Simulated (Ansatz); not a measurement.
Relaxation of C2H5BFNS (11 atoms, charge 0, multiplicity 1), to a largest force component of 0.02 eV/Å in at most 40 steps.

All numbers below come from Ansatz 0.2.0, RKS CAM-B3LYP-D4/6-31G.

```xyz
11
Properties=species:S:1:pos:R:3
F 0.163 -1.331 -1.320
C 0.265 -0.590 -0.149
S 1.713 -1.087 0.776
B -0.988 -0.584 0.745
N -1.085 0.928 0.478
C 0.114 0.902 -0.310
H 2.640 -0.736 -0.258
H -1.702 -1.372 1.294
H -1.905 1.145 -0.081
H 0.931 1.477 0.189
H -0.081 1.191 -1.344
```

**Question.** Where does it end, and by what steps?

**Answer.** The forces met the threshold. Limits of this set-up: no polarisation functions. After 11 steps the energy has fallen by 1.483 eV; H9 moved furthest, 0.75 Å.

```
step  energy less start (eV)  largest force component (eV/Å)  accepted
   0                  0.0000                           3.050       yes
   1                 -0.7654                           2.448       yes
   2                 -1.1533                           2.157       yes
   3                 -1.3042                           2.159       yes
   4                 -1.3218                           1.004       yes
   5                 -1.4256                           0.578       yes
   6                 -1.4662                           0.480       yes
   7                 -1.4785                           0.175       yes
   8                 -1.4771                           0.373        no
   9                 -1.4826                           0.053       yes
  10                 -1.4828                           0.055       yes
  11                 -1.4832                           0.013       yes
```

```xyz
11
Properties=species:S:1:pos:R:3
F 0.306 -1.410 -1.397
C 0.304 -0.669 -0.177
S 1.791 -1.128 0.831
B -1.097 -0.607 0.627
N -1.178 0.760 0.349
C 0.074 0.849 -0.446
H 2.739 -0.603 -0.016
H -1.803 -1.350 1.217
H -1.806 1.517 0.563
H 0.822 1.524 -0.026
H -0.086 1.060 -1.505
```

Whether the end is a true minimum wasn't checked by a vibrational analysis.

Time of the run: 57 s on 1 thread of Arm Neoverse V1, on a shared host, peak memory 0.19 GiB.
